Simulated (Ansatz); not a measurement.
Input and output for `[O]=[Mo]([OH])([OH])([OH])[F]`.

```yaml
crystal:
  periodic: [false, false, false]
  atoms:
    - {symbol: O, position_ang: [-1.151770, 0.156369, -1.667502]}
    - {symbol: Mo, position_ang: [-0.219404, -0.005260, -0.309582]}
    - {symbol: O, position_ang: [1.517883, -0.540073, -0.793601]}
    - {symbol: O, position_ang: [-0.630401, -1.716439, 0.262943]}
    - {symbol: O, position_ang: [-1.112093, 0.747566, 1.165150]}
    - {symbol: F, position_ang: [0.657007, 1.688694, -0.245778]}
    - {symbol: H, position_ang: [2.184668, 0.149138, -0.870874]}
    - {symbol: H, position_ang: [-0.280658, -2.174177, 1.032795]}
    - {symbol: H, position_ang: [-0.876734, 1.647882, 1.409349]}
basis:
  gaussian: {orbitals: x2c-TZVPPall}
hamiltonian: {xc: {name: HF}}
correlation: {active_space: {window: {electrons: 2, orbitals: 1}}}
accuracy: high
scf: {lower_state_search: light}
output: {forces: true}
```

```sh
$ ansatz run in.yaml --threads 4 --pin off --events-out ev --progress --plain --max-ram 11315MiB
```

Shortened log:

```
Functional definition: HF
4812 factors; integrals over basis functions are off by at most 3.1e-8 eV
mean field evaluation 1: about -121005.8748 eV, gradient 9.5e1 eV
mean field evaluation 2: about -121006.0761 eV, gradient 9.5e1 eV
mean field evaluation 4: about -121019.9160 eV, gradient 1.9e1 eV
mean field evaluation 8: about -121020.4913 eV, gradient 5.2e-1 eV
mean field evaluation 16: about -121020.5310 eV, gradient 2.5e-8 eV
mean field -121020.53095124 eV, -4447.4224817961 hartree, gradient 2.3e-8 eV, S^2 0.000000; 0 other end points of the search recorded, 0 dependent functions left out
reference -121020.53095124 eV, -4447.4224817961 hartree; 43, 43 occupied and 233, 233 virtual orbitals, 4812 factors
state -121020.53095124 eV, -4447.4224817961 hartree
Total energy: -121020.53095124 eV, -4447.4224817961 hartree
Relativity: scalar
Atom 0 at    -1.151770     0.156369    -1.667502 Å, force     1.788004    -0.328374     2.615393 eV/Å
Atom 1 at    -0.219404    -0.005260    -0.309582 Å, force    -1.557808     0.321953    -2.297761 eV/Å
Atom 2 at     1.517883    -0.540073    -0.793601 Å, force     0.196365     0.931386     0.231548 eV/Å
Atom 3 at    -0.630401    -1.716439     0.262943 Å, force     0.632292     0.177999     0.732568 eV/Å
Atom 4 at    -1.112093     0.747566     1.165150 Å, force     0.676342     0.692796    -0.125937 eV/Å
Atom 5 at     0.657007     1.688694    -0.245778 Å, force    -0.212450    -0.426266    -0.009421 eV/Å
Atom 6 at     2.184668     0.149138    -0.870874 Å, force    -0.770067    -0.828603     0.046626 eV/Å
Atom 7 at    -0.280658    -2.174177     1.032795 Å, force    -0.428123     0.506394    -0.906999 eV/Å
Atom 8 at    -0.876734     1.647882     1.409349 Å, force    -0.324556    -1.047285    -0.286017 eV/Å
Dipole moment:     0.359974    -0.092055     0.543553 e Å
```

Hardware: 4 threads of an Arm Neoverse V2 on a shared host. Wall time 40 s, peak host memory 2.7 GiB.
